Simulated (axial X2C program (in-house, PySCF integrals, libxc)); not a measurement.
## Spin–orbit effects down a group: molecules with B (ions), TPSS

Computed with an axial X2C code built on PySCF integrals, spin-free (one-electron X2C) or two-component (2c: spin–orbit coupling with atomic mean-field Coulomb and Gaunt terms, which also bring small scalar terms), in Dyall basis sets with cores contracted in-house; open shells are unrestricted.

Basis sets: B dyall-av3z, Br dyall-acv3z, Cl dyall-av3z, I dyall-acv3z.

```tsv
molecule	spin-free state	Re (Å)	ωe (cm⁻¹)	De (eV)	2c state	Re 2c (Å)	ωe 2c (cm⁻¹)	De 2c (eV)
BCl⁻	M_S = 1/2, Λ = 1	1.860	527.9	1.68	Ω = 1/2	1.860	528.0	1.68
BBr⁻	M_S = 1/2, Λ = 1	2.086	397.3	1.34	Ω = 1/2	2.085	399.5	1.35
BI⁻	M_S = 1/2, Λ = 1	2.369	334.8	1.05	Ω = 1/2	2.366	337.3	1.08
```

Fragments in 2c: Cl- + B, Br- + B, I- + B. Each entry is the lowest single determinant of a limited PBE0 search at one distance. De goes to single-determinant-based atoms at the same level (for ions the charge split of lowest energy) and is withheld (n/a) where an atom does not fit its ground term or J level. Main or longest-lived isotopes. Some light 2c atoms are not at their ground J level, so De misses part of their lowering (0.04 eV or less). The functionals have no current term, which raises determinants with orbital currents.
